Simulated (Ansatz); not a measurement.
Basis-set series for `CC[N](CC)[Ge]([F])([O]C)[O]C`. Total charge 0; spin multiplicity 1. The structure was optimised at the PBE0-D4/def2-TZVP level. It is one conformer, not always the lowest.

```
functional       basis  functions  energy (Eh)  HOMO (eV)  LUMO (eV)
   PBE0-D4    def2-SVP        252  -2618.87689      -6.62       0.83
   PBE0-D4  def2-TZVPP        582  -2619.76746      -6.68       0.52
   ωB97M-V    def2-SVP        252  -2619.37271      -8.95       2.75
   ωB97M-V  def2-TZVPP        582  -2620.28696      -9.02       2.24
```

**Question.** Give the rows for def2-QZVPP. (Best estimate.)

**Answer.** Computed: 
```json
{"functional": "PBE0-D4", "basis": "def2-QZVPP", "functions": "1139", "energy (Eh)": "-2619.84384", "HOMO (eV)": "-6.71", "LUMO (eV)": "0.31"}
{"functional": "ωB97M-V", "basis": "def2-QZVPP", "functions": "1139", "energy (Eh)": "-2620.36064", "HOMO (eV)": "-9.04", "LUMO (eV)": "1.61"}
```

Positive LUMOs are unbound and depend on the basis. Scalar relativity is left out up to krypton.
